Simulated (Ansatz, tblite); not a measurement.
Spin states of Be5⁻, each relaxed with PBE0/def2-TZVPD in Ansatz. Electronic energies in the gas phase.

The xTB rows come from tblite. HSE06 is defined as in plane-wave codes, on full-range PBE exchange. The structure comes from a short search, and lower isomers may exist.

Doublet geometry:

Cartesian coordinates in Å:
```
Be -0.545 -0.838 0.647
Be 1.422 -0.800 -0.049
Be -1.314 0.966 -0.066
Be -0.117 -0.194 -1.206
Be 0.554 0.866 0.674
```

Quartet geometry (D3h within 0.1 Å):

Cartesian coordinates in Å:
```
Be 0.202 0.858 0.864
Be 1.606 -0.064 -0.313
Be -1.606 0.064 0.313
Be 0.012 -1.196 0.304
Be -0.214 0.338 -1.167
```

⟨S²⟩: doublet 0.80 at PBE0/def2-TZVPD (pure 0.75), quartet 3.80 at PBE0/def2-TZVPD (pure 3.75).

Run but left out: HF/STO-3G, HF/def2-TZVPD, HF/def2-TZVPPD, MP2/def2-TZVPD, MP2/def2-TZVPPD, CCSD/def2-TZVPPD, CCSD(T)/def2-TZVPPD (doublet: ⟨S²⟩ 1.75 to 2.37, where a pure state has 0.75).

Only these spin states were relaxed.

| level | quartet − doublet (kJ/mol) | lowest of these | remarks |
| --- | --- | --- | --- |
| GFN1-xTB | 57.5 | doublet | – |
| GFN2-xTB | 79.6 | doublet | – |
| PBE/def2-TZVPD | 57.6 | doublet | HOMO above zero (doublet), HOMO above zero (quartet) |
| BLYP/def2-TZVPD | 74.8 | doublet | HOMO above zero (doublet), HOMO above zero (quartet) |
| r2SCAN/def2-TZVPD | 44.1 | doublet | HOMO above zero (doublet), HOMO above zero (quartet), spin-contaminated (⟨S²⟩ 1.01) (doublet) |
| B97M-V/def2-TZVPD | 38.8 | doublet | HOMO above zero (doublet), HOMO above zero (quartet), spin-contaminated (⟨S²⟩ 0.84) (doublet) |
| r2SCAN0/def2-TZVPD | 38.9 | doublet | spin-contaminated (⟨S²⟩ 1.00) (doublet) |
| HSE06/def2-TZVPD | 47.5 | doublet | HOMO above zero (doublet), HOMO above zero (quartet) |

Change of the quartet − doublet gap on mixing in exact exchange, in kJ/mol: r2SCAN to r2SCAN0 (25 % exact exchange) -5.2.

The xTB methods have no spin-polarisation term.
